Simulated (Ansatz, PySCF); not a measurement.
CClF, SMILES F[C]Cl (connectivity only; charge and spin as stated), neutral, multiplicity 1.

Geometry optimised at ωB97X-D3(BJ)/def2-TZVP. The isomer is the one that the SMILES or the coordinates give; other isomers of the formula were not compared.

Vertical ionisation energy (IE) and electron affinity (EA) in eV. Rows of orbital energies are one-electron estimates. Where ΔSCF, EOM or ADC give a negative EA the extra electron is unbound and the value depends on the basis.

| level | IE | EA |
|---|---|---|
| −ε(HOMO), −ε(LUMO), PBE0/def2-TZVPD (PySCF) | 8.16 | 2.99 |
| −ε(HOMO), −ε(LUMO), PBE/def2-TZVPD (PySCF) | 6.69 | 4.11 |
| ADC(2)/aug-cc-pVDZ (PySCF) | 10.47 | 0.74 |
| ΔSCF, PBE0/def2-TZVPD (Ansatz), final states of multiplicity 2 and 2 | 10.78 | 0.67 |
| ΔSCF, PBE/def2-TZVPD (Ansatz), final states of multiplicity 2 and 2 | … | … |

**Question.** Some entries are withheld; supply them. (An estimate is asked for; the answer gives what the named calculation found.)

**Answer.** 
- ΔSCF, PBE/def2-TZVPD (Ansatz, a first-principles code), final states of multiplicity 2 and 2, IE: 10.59
- ΔSCF, PBE/def2-TZVPD (Ansatz), final states of multiplicity 2 and 2, EA: 0.53

**Question.** What vertical singlet–triplet gap does ΔSCF give with PBE0/def2-TZVPD (Ansatz) and with PBE/def2-TZVPD (Ansatz)? (The exact figures need the calculation; the answer reports its results.)

**Answer.** 1.56 and 1.74 eV (triplet above singlet where positive).

**Question.** Beyond the first one, list the lowest photoelectron lines from ADC(2)/aug-cc-pVDZ (PySCF) with their pole strengths (two spins summed). (The exact figures need the calculation; the answer reports its results.)

**Answer.** 12.38 eV (1.80), 12.94 eV (1.81), 16.30 eV (1.72), 16.96 eV (1.73), 17.49 eV (1.74).
